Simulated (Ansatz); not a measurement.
Cost and result for the atomization energy of `F[C@H]1O[Si@H]1[GeH3]` (10 atoms, 10 bonds).

```json
{"atom": "F1", "x (Å)": "1.988", "y (Å)": "1.171", "z (Å)": "-0.622"}
{"atom": "C2", "x (Å)": "1.450", "y (Å)": "1.000", "z (Å)": "0.617"}
{"atom": "O3", "x (Å)": "0.214", "y (Å)": "1.659", "z (Å)": "0.769"}
{"atom": "Si4", "x (Å)": "-0.055", "y (Å)": "-0.011", "z (Å)": "0.852"}
{"atom": "Ge5", "x (Å)": "-1.160", "y (Å)": "-0.985", "z (Å)": "-1.003"}
{"atom": "H6", "x (Å)": "2.190", "y (Å)": "1.266", "z (Å)": "1.370"}
{"atom": "H7", "x (Å)": "-0.430", "y (Å)": "-0.497", "z (Å)": "2.204"}
{"atom": "H8", "x (Å)": "-0.514", "y (Å)": "-0.481", "z (Å)": "-2.297"}
{"atom": "H9", "x (Å)": "-2.649", "y (Å)": "-0.609", "z (Å)": "-0.978"}
{"atom": "H10", "x (Å)": "-1.035", "y (Å)": "-2.513", "z (Å)": "-0.911"}
```

Charge 0, multiplicity 1. Correlated methods include outer-core shells of Ge, which these sets cover unevenly. Scalar relativity is left out up to krypton. Geometry: relaxed with PBE0-D4/def2-TZVP. Program: Ansatz. All runs use 4 threads of a server CPU on a shared host. Times are those of one run each, without the atoms' runs, and a repeat can differ threefold. Electronic energies, without spin–orbit coupling; frozen cores. CCSD(T)/CBS adds CCSD(T) − MP2 in def2-TZVPP to the MP2 limit, and its time is that of the two runs behind it. T1 = 0.014. With those shells the extrapolation isn't a true limit. B3LYP takes the VWN-RPA correlation (the form of Gaussian; ORCA's B3LYP/G). HSE06 is the plane-wave form, built on full-range PBE exchange.

CCSD(T)/CBS is a level of theory with its own doubt, some kJ/mol a heavy atom from the limit and from the frozen cores, so smaller differences don't rank the functionals.

```csv
level,functions,wall time,atomization (kcal/mol),difference from CCSD(T)/CBS,per bond
LDA (SPW92)/def2-TZVPP,253,1.4 s,919.7,132.0,13.2
BLYP-D4/def2-TZVPP,253,2.4 s,782.8,-4.9,-0.5
PBE-D4/def2-TZVPP (with forces),253,2.8 s,802.3,14.6,1.5
BHLYP-D4/def2-TZVPP,253,4 s,752.3,-35.4,-3.5
HSE06-D4/def2-TZVPP,253,4.1 s,782.9,-4.8,-0.5
r2SCAN-D4/def2-TZVPP (with forces),253,6 s,791.4,3.7,0.4
B3LYP-D4/def2-TZVPP (with forces),253,6 s,780.7,-7.0,-0.7
B2PLYP/def2-TZVPP,253,6.5 s,773.6,-14.1,-1.4
PBE-QIDH/def2-TZVPP,253,6.5 s,777.1,-10.6,-1.1
CCSD(T)/def2-SVP,117,9.5 s,728.5,-59.2,-5.9
MP2/def2-QZVPP,480,29 s,792.1,4.4,0.4
CCSD(T)/def2-TZVPP,253,4.1 min,765.9,-21.8,-2.2
CCSD(T)/CBS(def2),–,4.6 min,787.7,0.0,0.0
```

Leaving LDA and LC-ωPBE aside and taking each functional with its dispersion term where it has one, the values spread over 50.0 kcal/mol, from BHLYP-D4 to PBE-D4. LDA lies +122.4 kcal/mol from PBE without D4, its usual overbinding. In def2-TZVPP, CCSD(T) changes the Hartree–Fock value by +226.0 kcal/mol (the triples alone add +14.6 kcal/mol) and MP2 by +239.2 kcal/mol; breaking electron pairs costs correlation energy, which Hartree–Fock lacks. From BLYP to BHLYP (50 % exact exchange), in def2-TZVPP and without D4, the atomization energy moves by −26.2 kcal/mol: exact exchange takes away binding that semilocal exchange gives to molecules.
